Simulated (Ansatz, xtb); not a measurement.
**Relaxing a trial structure of C4H8AlF**

The starting geometry of this gas-phase singlet was built from a drawn formula by distance geometry and a force field; its bonds are those of `C=C[CH2][AlH][CH2]F`.

```xyz
14

C    -0.3145    2.7749   -0.8645
C    -1.0387    1.7345   -1.0216
C    -0.8306    0.4910   -0.2954
C     1.9099    0.3161   -2.4747
Al    0.7880   -0.5083   -0.9984
F     1.0987    0.4942   -3.6065
H    -0.5957    3.7005   -1.4327
H     0.4716    2.8170   -0.1124
H    -1.8792    1.7537   -1.8005
H    -1.6533   -0.2380   -0.4510
H    -0.6803    0.6583    0.8050
H     1.2485   -1.9407   -0.3395
H     2.2875    1.3421   -2.1126
H     2.7398   -0.3583   -2.6870
```

Problem. Where would you expect an optimisation with r2SCAN-D4/def2-SVP to take it?

Solution. A new bond forms, giving a structure with F6 bridging Al5 and C4, given below by its coordinates. Distances that change by over a tenth: C4–F6 (1.40 → 1.55 Å). Contacts that close: Al5–F6 (2.81 → 1.95 Å).

The energy falls by 0.70 eV over 33 steps:

```csv
step,E − E(last) (eV)
1,0.702
5,0.226
8,0.205
12,0.176
15,0.046
19,0.020
22,0.012
26,0.002
29,0.000
33,0.000
```

Final geometry (Å):

```yaml
atoms:
  - { symbol: C, position_ang: [-0.3818, 2.9231, -0.8486] }
  - { symbol: C, position_ang: [-0.9312, 1.7219, -1.0933] }
  - { symbol: C, position_ang: [-0.7172, 0.4730, -0.3098] }
  - { symbol: C, position_ang: [2.0662, 0.3680, -2.1443] }
  - { symbol: Al, position_ang: [0.7039, -0.6167, -1.1408] }
  - { symbol: F, position_ang: [0.8643, -0.0963, -3.0135] }
  - { symbol: H, position_ang: [-0.5651, 3.7773, -1.5065] }
  - { symbol: H, position_ang: [0.2599, 3.0919, 0.0249] }
  - { symbol: H, position_ang: [-1.5642, 1.6216, -1.9874] }
  - { symbol: H, position_ang: [-1.6440, -0.1222, -0.2262] }
  - { symbol: H, position_ang: [-0.3882, 0.7027, 0.7221] }
  - { symbol: H, position_ang: [0.8524, -2.1878, -0.9826] }
  - { symbol: H, position_ang: [2.0575, 1.4611, -2.2489] }
  - { symbol: H, position_ang: [2.9390, -0.0804, -2.6368] }
```

From the same start GFN2-xTB reaches the same bonding as this run.

The end wasn't checked by frequencies. Run with Ansatz 0.2.0, 4.1 min on 2 threads of AMD EPYC (Zen 3), with other jobs on the host.
